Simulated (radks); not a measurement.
The numbers below are computed, except where a source is named.
Excited configurations of He I: one electron is placed in a higher orbital outside 1s1. The ground configuration is [He]. Level of theory: non-relativistic Kohn-Sham, PBE, spin-polarised, spherical densities, point nucleus; open shells are filled with parallel spins first (a radial shooting solver on a logarithmic mesh with Libxc functionals). Excitation = E - E(ground); binding = E(ion) - E, where the ion is the core of charge +1; n* = 1/sqrt(2 binding) in atomic units, and the quantum defect is n - n*.

| outer orbital | excitation (eV) | binding (eV) | n* | quantum defect | eigenvalue (eV) | <r> (bohr) |
|---|---|---|---|---|---|---|
| 2s | 19.487 | 4.981 | 1.653 | 0.347 | -2.882 | 4.272 |
| 2p | 20.657 | 3.811 | 1.890 | 0.110 | -1.776 | 4.608 |
| 3d | 22.835 | 1.633 | 2.887 | 0.113 | -0.801 | 10.04 |
| 4p | 23.347 | 1.121 | 3.484 | 0.516 | -0.709 | 19.12 |
| 4f | 23.505 | 0.963 | 3.760 | 0.240 | -0.482 | 16.83 |
| 5s | 23.682 | 0.785 | 4.162 | 0.838 | -0.530 | 29.17 |
| 5f | 23.801 | 0.667 | 4.517 | 0.483 | -0.405 | 28.66 |

The Delta-SCF ionisation energy is 24.467 eV (NIST Atomic Spectra Database: 24.587 eV, measured). Self-interaction in the functional shifts the binding energies and quantum defects, so they are the method's values and not measured ones.
